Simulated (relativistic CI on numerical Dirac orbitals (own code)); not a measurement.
## Ni2+: resonant inelastic scattering at the L2,3 edge

Computed with this model: Dirac-Coulomb-Breit CI, orbitals from a KLI potential per configuration, a model potential for QED, valence Slater integrals scaled by 0.7, Kramers-Heisenberg scattering through one core-hole configuration in a parametric crystal field; configurations [Ar] 3d8 → [He] 2s2 2p5 3s2 3p6 3d9; 300 K; core-hole width 0.6 eV; summed over polarisations. Incident energies are the highest absorption maxima for each field (at most a few, so the weaker spin-orbit partner edge can be absent), on the computed scale of the free ion. Intensities are in per cent of the strongest line above 0.02 eV; levels within 1 cm⁻¹ are merged; final levels count from the ground level, the first row holds all elastic scattering, lines under 0.4 are left out and each table stops after 24 rows. The scale of the Slater integrals is a model choice and moves the terms in proportion.

Field parameters in Wybourne normalisation: Oh B⁴₀ = 21Dq, B⁴₄ = √(5/14) B⁴₀. The field is a parameter set, without covalency.

S is read from ⟨S²⟩ = S(S + 1).

Oh, 10Dq = 3250 cm⁻¹:

| Final level (eV) | Degeneracy | Irrep | S | 854.2 eV | 856.4 eV | 872.6 eV |
| --- | --- | --- | --- | --- | --- | --- |
| 0.000 | 3 | T2 | 1.00 | 331.0 | 38.8 | 28.7 |
| 0.368 | 2 | E | 1.00 | 51.7 | 13.8 | 3.1 |
| 0.392 | 3 | T1 | 1.00 | 63.2 | 33.1 | 30.5 |
| 0.460 | 3 | T2 | 1.00 | 100.0 | 18.4 | 27.1 |
| 0.473 | 1 | A2 | 1.00 | 17.6 | 3.5 | 7.4 |
| 0.618 | 1 | A1 | 1.00 | 18.0 | 9.3 | 5.8 |
| 0.699 | 3 | T1 | 1.00 | 37.2 | 13.7 | 14.3 |
| 0.809 | 3 | T2 | 1.00 | 9.9 | 4.2 | 12.4 |
| 0.820 | 2 | E | 0.99 | 10.9 | 3.6 | 2.7 |
| 1.639 | 2 | E | 0.09 | 14.0 | 38.0 | 18.4 |
| 1.932 | 3 | T2 | 0.26 | 16.0 | 8.4 | 3.5 |
| 2.219 | 2 | E | 0.98 | 16.1 | 7.2 | 18.3 |
| 2.254 | 3 | T2 | 0.89 | 21.1 | 8.7 | 21.0 |
| 2.288 | 3 | T1 | 1.00 | 5.8 | 2.8 | 26.8 |
| 2.315 | 1 | A1 | 0.99 | 0.0 | 7.5 | 1.2 |
| 2.514 | 1 | A1 | 0.01 | 0.5 | 38.9 | 37.4 |
| 2.639 | 3 | T1 | 0.00 | 1.0 | 87.2 | 68.9 |
| 2.849 | 2 | E | 0.01 | 2.4 | 33.3 | 16.8 |
| 2.914 | 3 | T2 | 0.00 | 1.7 | 35.2 | 14.7 |
| 6.025 | 1 | A1 | 0.01 | 0.1 | 5.9 | 1.4 |

Oh, 10Dq = 7350 cm⁻¹:

```tsv
Final level (eV)	Degeneracy	Irrep	S	854.7 eV	856.6 eV	873.1 eV
0.000	3	T2	1.00	211.1	24.7	24.3
0.876	2	E	0.99	21.5	7.7	2.5
0.896	3	T1	1.00	43.3	19.5	20.9
0.947	3	T2	1.00	100.0	17.0	14.1
0.967	1	A2	1.00	13.6	1.3	2.0
1.440	1	A1	1.00	7.0	6.9	4.8
1.507	3	T1	1.00	12.9	3.4	4.9
1.549	2	E	0.76	9.4	19.4	5.0
1.609	3	T2	1.00	10.9	7.7	4.9
1.765	2	E	0.46	7.6	9.0	19.3
2.513	3	T2	0.16	8.9	4.6	5.8
2.741	1	A1	0.03	0.4	22.1	25.2
2.898	2	E	1.00	13.4	6.0	8.3
2.930	3	T2	0.94	16.4	10.3	8.8
2.963	3	T1	0.99	4.8	6.4	7.6
2.990	1	A1	0.99	0.0	1.5	4.2
3.133	3	T1	0.02	0.9	35.0	43.6
3.783	2	E	0.01	2.5	4.1	4.5
3.838	3	T2	0.01	1.5	3.6	5.2
6.782	1	A1	0.01	0.1	3.6	0.9
```

For the first field the strongest loss at the lowest incident energy is the level at 0.46 eV (S = 1.00, against 1.00 in the thermal ground state). Levels of other spin, the first over 8 % at 1.64 eV, appear because spin-orbit coupling of the core hole, and in heavier ions of the valence shell too, mixes spins.
